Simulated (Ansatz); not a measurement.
`B[NH][AlH][O]C`, charge 0, multiplicity 1.

Task: Give a relaxed structure at PBE0-D4/def2-TZVP (the Gaussian-basis code of Ansatz). (Estimate.)

Result: Ansatz gave: 
Cartesian coordinates in Å:
```
B 0.174 0.392 1.957
N 0.949 0.965 0.974
Al -0.438 1.129 -0.190
O -0.677 -0.041 -1.380
C -0.134 -1.299 -1.640
H -1.025 0.314 1.630
H 0.481 -0.028 3.031
H 1.940 1.105 1.059
H -1.311 2.429 -0.275
H 0.699 -1.548 -0.969
H 0.240 -1.343 -2.669
H -0.898 -2.076 -1.529
```
This is one stationary point; other conformers may exist.
